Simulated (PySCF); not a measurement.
Electron correlation in Re (rhenium, neutral)

[Xe] 4f14 5d5 6s2, high-spin 6S determinant. All numbers are calculated (PySCF 2.14, a scalar-relativistic core potential, in aug-cc-pwCVDZ-PP with ECP60MDF). Frozen: 5s2 5p6; 7 electrons correlated.

MP2 pair energies summed by pair of shells (mhartree):

```json
{"pair": "5d-6s", "energy": "-51.26", "share (%)": "42.8"}
{"pair": "5d-5d", "energy": "-50.76", "share (%)": "42.4"}
{"pair": "6s-6s", "energy": "-17.74", "share (%)": "14.8"}
```

Total MP2 correlation energy: -119.75 mhartree.

Same-spin part -71.01 and opposite-spin part -48.75 mhartree; SCS-MP2 scales them by 1/3 and 6/5 to -82.16 mhartree.
